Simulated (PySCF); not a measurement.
# C₆ coefficients of unlike pairs at PBE

Calculated with PySCF 2.14 from the dipole response of each species, C₆(A,B) = (3/π) ∫ α_A(iu) α_B(iu) du, in atomic units, from isotropic polarisabilities. For ions this is the dispersion term alone; charge-induced terms of lower order in 1/R come first.

| species | configuration | basis | relativity | α (bohr³) | C₆ (like pair) |
| --- | --- | --- | --- | --- | --- |
| Ag³⁺ | [Kr] 4d8 (3F) | x2c-QZVPPall with one added diffuse shell each of s, p, d, f, g type (14s9p8d5f3g) | spin-free X2C | 4.123 | 18.71 |
| Cr | [Ar] 3d5 4s1 (7S) | aug-cc-pVDZ-DK (7s6p4d2f) | spin-free X2C | 70.88 | 575.0 |
| Te²⁺ | [Kr] 4d10 5s2 5p2 (3P) | aug-cc-pVQZ-PP with ECP28MDF (7s7p5d3f2g) | core potential | 14.88 | 97.09 |
| Tl⁺ | [Xe] 4f14 5d10 6s2 (1S) | def2-QZVPPD with the def2 core potential (60 electrons) (8s6p5d4f1g) | core potential | 20.01 | 161.6 |

(1) Estimate C₆ for Tl⁺ with Cr.

No spin-orbit coupling is included.

The other pairs:

```json
{"pair": "Cr, Ag³⁺", "C₆": "69.74"}
{"pair": "Tl⁺, Te²⁺", "C₆": "125.0"}
{"pair": "Te²⁺, Cr", "C₆": "203.8"}
{"pair": "Te²⁺, Ag³⁺", "C₆": "39.08"}
{"pair": "Tl⁺, Ag³⁺", "C₆": "51.11"}
```

Results:

(1) The integral gives 264.9. The combination rule 2 C_A C_B / (C_A α_B/α_A + C_B α_A/α_B) gives 252.9 and the geometric mean 304.8.
